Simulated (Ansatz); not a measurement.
Stepwise reaction of `[F][Al]([F])[Br]` with hydrogen, as a gas-phase model of exchange steps in deposition or etching. ΔE in kJ/mol; ΔG adds harmonic PBE0-D4 terms to CCSD(T)/CBS, at 1 bar.

Gas-phase electronic energies from Ansatz, PBE0-D4/def2-TZVP geometries. CCSD(T)/CBS adds triple-zeta CCSD(T) − MP2 to the extrapolated MP2 energy (def2 sets, frozen cores). This one scheme is used for every species. Functionals use def2-TZVPP. B3LYP here is the variant with VWN-RPA as its local correlation; programs differ in this. For Br outer-core shells are correlated without core-valence functions, which leaves a few kJ/mol of doubt a bond. Scalar relativity is left out up to krypton.

```tsv
step	reaction	PBE-D4	B3LYP-D4	ωB97M-V	CCSD(T)/CBS	ΔG(500 K)
1	`[F][Al]([F])[Br]` + H₂ → `[F][AlH][Br]` + H–F	145.9	154.1	151.1	153.0	147.2
```

Task: Give the row of step 2, `[F][AlH][Br]` + H₂ → `[AlH2][Br]` + H–F. (Estimate.)

Result: Computed: 
```
step                                  reaction  PBE-D4  B3LYP-D4  ωB97M-V  CCSD(T)/CBS  ΔG(500 K)
   2  `[F][AlH][Br]` + H₂ → `[AlH2][Br]` + H–F   162.0     169.3    167.0        166.6      166.7
```

Task: By hand: ΔE of the 2 steps together at CCSD(T)/CBS.

Result: (153.0) + (166.6) = 319.6 kJ/mol, or 159.8 kJ/mol a step.

In ΔE each step is higher than the one before. All are uphill at CCSD(T)/CBS. ΔG lies between 147.2 and 166.7 kJ/mol a step. PBE-D4 differs from CCSD(T)/CBS by -7.1 to -4.6 kJ/mol a step. Isolated molecules leave out the surface, adducts and barriers. Largest T1 diagnostic: 0.010.
